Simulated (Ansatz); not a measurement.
`CSC[SiH2]O` → `[CH2]` (triplet) + `O[SiH2]CS`  (formal loss of a carbene)

Isolated molecules relaxed with PBE0-D4/def2-TZVP in Ansatz; ΔE leaves out vibrations. CBS: MP2 limit from def2 TZ/QZ plus the TZ coupled-cluster correction, frozen cores. This one scheme is used for every species. DFT in def2-TZVPP. HSE06 is defined as in plane-wave codes. Triplets are unrestricted, without spin–orbit coupling. Each species was taken in one conformer, which may not be the lowest.

`CSC[SiH2]O`:

Cartesian coordinates in Å:
```
C -0.125 -0.625 1.898
S 0.507 -1.439 0.424
C -0.525 -0.679 -0.856
Si 0.026 1.089 -1.184
O 1.665 1.103 -1.311
H 0.443 -1.021 2.740
H 0.009 0.456 1.860
H -1.181 -0.860 2.044
H -0.354 -1.278 -1.755
H -1.583 -0.782 -0.597
H -0.447 1.965 -0.075
H -0.525 1.603 -2.463
H 2.088 0.466 -0.724
```

`[CH2]` (triplet):

Cartesian coordinates in Å:
```
C 0.079 -0.252 0.080
H -0.918 -0.006 0.412
H 0.839 0.258 -0.492
```

`O[SiH2]CS`:

Cartesian coordinates in Å:
```
O -1.861 -0.461 0.342
Si -0.374 -0.111 0.947
C 0.925 -0.392 -0.377
S 0.482 0.583 -1.846
H -2.016 -0.120 -0.544
H -0.180 -0.995 2.123
H -0.262 1.316 1.365
H 0.898 -1.434 -0.707
H 1.946 -0.171 -0.059
H 0.442 1.783 -1.244
```

Q: Is it downhill or uphill in electronic energy at CCSD(T)/CBS, and by how much? (An estimate is asked.)

A: The calculation gave: Uphill: ΔE = +103.0 kcal/mol.

Q: What do these levels give: revPBE-D4, BLYP-D4, B97M-V, r2SCANh-D4, HSE06-D4, r2SCAN, PBE0, BHLYP, MP2/def2-SVP, SCS-MP2/def2-TZVPP, SCS-MP2/def2-QZVPP, MP2/CBS(def2)? (An estimate is asked.)

A: The calculation gave: revPBE-D4 102.5, BLYP-D4 102.0, B97M-V 103.0, r2SCANh-D4 97.4, HSE06-D4 102.9, r2SCAN 97.4, PBE0 101.1, BHLYP 96.1, MP2/def2-SVP 99.1, SCS-MP2/def2-TZVPP 103.1, SCS-MP2/def2-QZVPP 105.4, MP2/CBS(def2) 106.6 kcal/mol.

Largest T1 diagnostic among the species: 0.011.

In def2-TZVPP, CCSD(T) changes the Hartree–Fock value by +33.3 kcal/mol (the triples alone add +3.0 kcal/mol) and MP2 by +36.9 kcal/mol. From r2SCAN to r2SCAN0 (25 % exact exchange), in def2-TZVPP and without D4, ΔE moves by −1.2 kcal/mol. The D4 term adds +3.0 kcal/mol with B3LYP and +1.7 kcal/mol with PBE0; it sums over pairs of atoms, weighted by their polarisabilities, and B3LYP, whose exchange is more repulsive, gets the larger term.

B3LYP here is the variant with VWN-RPA as its local correlation; programs differ in this.
